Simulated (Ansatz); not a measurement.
Start from `BO[SiH2]F` and change one atom or group to get `BO[SiH2]S[SiH3]`.

Ansatz, PBE0-D4/def2-TZVP geometries, multiplicity 1. Each molecule was computed in one conformer, which needn't be the lowest.

```csv
property,`BO[SiH2]F`
LUMO energy (PBE/def2-TZVPP) / eV,-1.94
HOMO energy (B3LYP/def2-TZVPP) / eV,-8.56
HOMO–LUMO gap (PBE/def2-TZVPP) / eV,5.33
size of the dipole moment (B3LYP/def2-TZVPP) / D,1.29
HOMO energy (PBE/def2-TZVPP) / eV,-7.27
HOMO–LUMO gap (B3LYP/def2-TZVPP) / eV,7.41
```

What does the change do to each property? (Estimate.)

The calculation gave: 
| property | `BO[SiH2]S[SiH3]` | shift |
| --- | --- | --- |
| LUMO energy (PBE/def2-TZVPP) / eV | -1.75 | 0.19 |
| HOMO energy (B3LYP/def2-TZVPP) / eV | -7.56 | 1.00 |
| HOMO–LUMO gap (PBE/def2-TZVPP) / eV | 4.88 | -0.45 |
| size of the dipole moment (B3LYP/def2-TZVPP) / D | 0.94 | -0.35 |
| HOMO energy (PBE/def2-TZVPP) / eV | -6.63 | 0.64 |
| HOMO–LUMO gap (B3LYP/def2-TZVPP) / eV | 6.59 | -0.82 |

With PBE0 the HOMO rises by 0.92 eV and the LUMO rises by 0.17 eV, so the gap narrows by about 0.75 eV. PBE moves the HOMO by 0.64 eV and ωB97M-V by 1.11 eV. Dipoles are sizes alone; their direction can turn.

B3LYP here is the variant with VWN-RPA as its local correlation; programs differ in this.
